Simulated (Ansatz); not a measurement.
```yaml
atoms:
  - { symbol: Cu, position_ang: [0.0000, 0.0000, 0.0000] }
  - { symbol: N, position_ang: [0.0000, 0.0000, 1.8000] }
```

Basis set: pcseg-2 (spherical functions). Charge 0, multiplicity 3.

Computed with Ansatz (development build ahead of 0.2.0); each method stands on the lowest determinant of its kind that the runs found.

(1) Give the atomization energy at this shape (free ground-state atoms in the same class of orbitals less the molecule, no zero-point energy) of triplet CuN by PBE (unrestricted), ROHF.

Answers

(1)

```csv
method,atomization energy
PBE (unrestricted),2.48 eV
ROHF,-0.63 eV
```

The shape needn't be a minimum at these levels.
